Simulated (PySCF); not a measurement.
PySCF input file for Cl₄Te, SMILES Cl[Te](Cl)(Cl)Cl (connectivity only; charge and spin as stated), charge +1, multiplicity 2, IEF-PCM-ωB97X/def2-SVP. The structure is a stationary point at PBE-D3(BJ)/def2-SVP. The multiplicity is an assumed one; no other spin state was optimised. The isomer is the one that the SMILES or the coordinates give; other isomers of the formula were not compared. The def2 effective core potentials stand for the cores of Te; spin–orbit coupling is left out.

```python
import numpy as np
from pyscf import gto, scf, dft
from pyscf.solvent import pcm

mol = gto.M(
    atom='''
    Te   -0.00000000   -0.00000000   -0.00000000
    Cl    1.37360166    1.37360166   -1.37360166
    Cl   -1.37360166    1.37360166    1.37360166
    Cl   -1.37360166   -1.37360166   -1.37360166
    Cl    1.37360167   -1.37360166    1.37360166
    ''',
    basis='def2-SVP',
    ecp={'Te': 'def2-svp'},
    charge=1,
    spin=1,
    max_memory=1600,
    verbose=3,
)
mf = dft.UKS(mol, xc='wb97x').density_fit(auxbasis='def2-universal-jkfit')
mf.grids.level = 3
mf.conv_tol = 1e-9
mf.max_cycle = 100
mf.kernel()
fine, coarse = mf.grids, dft.Grids(mol).set(level=1).build(with_non0tab=True)
for _ in range(3):  # follow internal instabilities
    mf.grids = coarse
    mo, _, stable, _ = mf.stability(return_status=True, nroots=4)
    mf.grids = fine
    if stable:
        break
    mf.kernel(mf.make_rdm1(mo, mf.mo_occ))
res = {}
for name, eps in {'water': 78.355, 'chloroform': 4.7113, 'tetrahydrofuran': 7.4257}.items():
    s = mf.PCM()
    s.with_solvent.method, s.with_solvent.eps, s.with_solvent.lebedev_order = 'IEF-PCM', eps, 29
    s.kernel(mf.make_rdm1())
    res[name] = (s.e_tot, eps, s.dip_moment(), s.mo_energy, s.converged)
    print(f'{name}: electrostatic solvation free energy {(s.e_tot - mf.e_tot) * 627.509474:.3f} kcal/mol')
```

It prints:

```

WARN: HOMO -0.745076395144093 >= LUMO -0.745076395144089

converged SCF energy = -2107.92932827571  <S^2> = 0.78850944  2S+1 = 2.0381457
<class 'pyscf.df.df_jk.DFUKS'> wavefunction is stable in the internal stability analysis

WARN: PCM is an experimental feature. It is still in testing.
Features and APIs may be changed in the future.

converged SCF energy = -2108.01997727928  <S^2> = 0.78652614  2S+1 = 2.0361986

WARN: System has nonzero charge 1; the dipole moment is origin-dependent.
Location of origin: [0. 0. 0.]

Dipole moment(X, Y, Z, Debye): -0.00000,  0.00000, -0.00000
water: electrostatic solvation free energy -56.883 kcal/mol

WARN: PCM is an experimental feature. It is still in testing.
Features and APIs may be changed in the future.

converged SCF energy = -2108.00023557758  <S^2> = 0.78713469  2S+1 = 2.0367962

WARN: System has nonzero charge 1; the dipole moment is origin-dependent.
Location of origin: [0. 0. 0.]

Dipole moment(X, Y, Z, Debye): -0.00000,  0.00000, -0.00000
chloroform: electrostatic solvation free energy -44.495 kcal/mol

WARN: PCM is an experimental feature. It is still in testing.
Features and APIs may be changed in the future.

converged SCF energy = -2108.00778607376  <S^2> = 0.78691767  2S+1 = 2.0365831

WARN: System has nonzero charge 1; the dipole moment is origin-dependent.
Location of origin: [0. 0. 0.]

Dipole moment(X, Y, Z, Debye): -0.00000,  0.00000, -0.00000
tetrahydrofuran: electrostatic solvation free energy -49.233 kcal/mol
```

The run converged.

Cost: about 90 core-seconds (a rough figure).
